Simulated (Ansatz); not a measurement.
Reaction (ligand exchange at the Sn–N bond): `O=C=[N][SnH2][F]` + H₂S → `[F][SnH2][SH]` + `N=C=O`

Computed with Ansatz on PBE0-D4/def2-TZVP structures; ΔE is electronic, products minus reactants. CCSD(T)/CBS is the MP2 limit (def2-TZVPP, def2-QZVPP) plus CCSD(T) − MP2 in def2-TZVPP, frozen cores. This one scheme is used for every species. Functionals use def2-TZVPP. def2 core potentials past Kr. For Sn outer-core shells are correlated without core-valence functions, which leaves a few kJ/mol of doubt a bond. One conformer a species, not always the lowest.

```csv
species,PBE-QIDH energy (Eh)
`O=C=[N][SnH2][F]`,-483.07433
H₂S,-399.17744
`[F][SnH2][SH]`,-713.71869
`N=C=O`,-168.53883
```

(1) Work out ΔE.

Largest T1 diagnostic among the species: 0.018.

Answers

(1) ΔE = (-713.71869) + (-168.53883) − (-483.07433) − (-399.17744) = -0.00575 Eh = -15.1 kJ/mol. CCSD(T)/CBS gives -13.5 kJ/mol.

At CCSD(T), def2-SVP lies +6.1 kJ/mol from the extrapolated value and def2-TZVPP +5.2 kJ/mol. From BLYP to BHLYP (50 % exact exchange), in def2-TZVPP and without D4, ΔE moves by +10.1 kJ/mol. In def2-TZVPP, CCSD(T) changes the Hartree–Fock value by −7.8 kJ/mol (the triples alone add −1.8 kJ/mol) and MP2 by −9.0 kJ/mol.
